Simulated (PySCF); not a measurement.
Work out the structure from these simulated measurements.

Elements present: C, H, O and Si. Monoisotopic mass: 98.0188 u.

| Property | Result |
| --- | --- |
| XPS | Si2p3/2 106.9, C1s 290.4, C1s 290.5, C1s 291.1, C1s 291.6, O1s 539.9, Si1s 1846.6 eV [ΔSCF SCAN, pcX-2 on the ionised atom, pcseg-1 elsewhere, spin-free X2C, 2p3/2 from a spin–orbit splitting computed afterwards within the 2p shell] |
| Polarisability | 76.1 au [CAM-B3LYP/def2-SVPD] |
| 13C NMR | chemical shifts (computed TMS as zero) by class: 154.3 (1 C), 153.4 (1 C), 132.1 (1 C), 117.0 (1 C) ppm [GIAO PBE/pcSseg-2] |
| UV, strongest line | among the 10 lowest singlet transitions: S8 at 7.96 eV (156 nm, f = 0.371) [TDDFT CAM-B3LYP/def2-SVPD] |
| Rotational structure | rotational constants A, B, C: 8.424, 1.983, 1.636 GHz [PBE0-D3(BJ)/def2-SVP] |
| NMR, other nuclei | isotropic shieldings of nuclei other than C and H, by class: -1 (1 O), 413 (1 Si) ppm [GIAO PBE/pcSseg-2] |
| Dipole | 1.05 D [CAM-B3LYP/def2-SVPD] |
| Valence photoelectron | vertical ionisation energy: 8.81 eV [ΔSCF CAM-B3LYP/def2-SVPD] |

Electronic properties: PySCF, gas phase, density fitting. Levels stand in brackets. Geometry: PBE0-D3(BJ)/def2-SVP; no solvent, vibrations or thermal averaging. NMR values are class means; diastereotopic atoms form classes of their own.

Question: Which formula fits the mass and the elements?

Answer: C4H6OSi (calculated 98.0188). No other formula that holds each of these elements comes within 0.0003 u with a fitting electron parity and a possible valence count.

Question: Give a SMILES that accounts for the data.

Answer: Numbering: `[SiH3:1][c:2]1[cH:3][cH:4][cH:5][o:6]1`. Its formula, C4H6OSi, gives 3 degrees of unsaturation: 1 ring and 2 π bonds in the structure found (Kekulé form). 4 carbons fall into 4 classes; from least to most shielded: aromatic CH next to a ring oxygen [C5] (154.3 ppm), substituted aromatic carbon [C2] (153.4 ppm), aromatic CH carbon [C3] (132.1 ppm), aromatic CH carbon [C4] (117.0 ppm). The other shieldings belong to: -1 ppm, furan-type oxygen [O6]; 413 ppm, SiH3 silicon [Si1]. The core levels belong to: Si2p3/2 106.9 eV, SiH3 silicon [Si1]; C1s 290.4 eV, aromatic CH carbon [C3]; C1s 290.5 eV, aromatic CH carbon [C4]; C1s 291.1 eV, substituted aromatic carbon [C2]; C1s 291.6 eV, aromatic CH next to a ring oxygen [C5]; O1s 539.9 eV, furan-type oxygen [O6]; Si1s 1846.6 eV, SiH3 silicon [Si1]. The first electron is taken from the HOMO, whose largest Löwdin shares are 0.27 on the substituted aromatic carbon, 0.25 on the aromatic CH next to a ring oxygen, 0.15 on an aromatic CH carbon and 0.14 on an aromatic CH carbon. The optimised geometry has point group Cs and is an asymmetric top. Structure: `[SiH3]c1ccco1`. Computed isomers that give other values at the same levels: `O=CC#CC[SiH3]` (static isotropic polarisability: 82.4 au); `C#C/C=C\O[SiH3]` (smallest rotational constant: 1.138 GHz; this holds for the one conformer computed). The assignments are read from this structure; whether some other isomer fits the data as well wasn't checked.
